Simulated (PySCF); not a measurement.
Calculation: PySCF with PBE-D3(BJ)/def2-TZVP // PBE-D3(BJ)/def2-SVP. Isolated molecules, 0 K electronic values unless said otherwise. 

Reference species: [Ni(NH3)4]2+ (excited triplet) (charge +2, multiplicity 3).

```json
{
 "mean_distance_from_the_central_atom_to_its_bonded_neighbours": "2.049 Å",
 "spin population on the central atom (Mulliken)": "1.61",
 "highest_occupied_spin_orbital": "-14.84 eV",
 "charge on the central atom (Mulliken)": "0.47 e"
}
```

Changed species: [Fe(NH3)4]2+ (excited triplet) (M = Fe, multiplicity 3; the reference has M = Ni, multiplicity 3).

Problem. Predict the effect on the mean distance from the central atom to its bonded neighbours, spin population on the central atom (Mulliken), highest occupied spin orbital and charge on the central atom (Mulliken).

Solution. the mean distance from the central atom to its bonded neighbours drops by 0.026 Å, to 2.023 Å; the spin population on the central atom (Mulliken) goes up by 0.55, to 2.16; the highest occupied spin orbital rises by 1.43 eV, to -13.41 eV; the charge on the central atom (Mulliken) hardly moves.
